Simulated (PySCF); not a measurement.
## Two-component Hartree-Fock for Hf⁷⁰⁺ (hafnium, charge +70)

Start: 1s2. Calculated with PySCF 2.14 in an uncontracted even-tempered set (16 s from 25 bohr⁻², ratio 2.6; 13 p from 32 bohr⁻², ratio 2.6; 6 d from 33 bohr⁻², ratio 2.8; 3 f from 1400 bohr⁻², ratio 2.8): generalised Hartree-Fock with the X2C-1e Hamiltonian and a Gaussian nucleus; spin-orbit coupling (SO) screened by Boettger's factors.

```tsv
spinor shell	electrons	ε, screened SO (eV)	weight of nominal j (screened SO)	rms radius, screened SO (bohr)
1s1/2	2	-74748.7	1.000	0.0214
```

```csv
quantity,screened SO
E (hartree),-5546.87632
M_J,0
⟨J²⟩,0.000
⟨L²⟩,0.000
⟨S²⟩,0.000
```

Breit and QED terms are absent; they matter most for the inner s and p1/2 levels.

Densities and radii are taken from the X2C orbitals without a picture-change correction, which distorts them close to the nucleus.
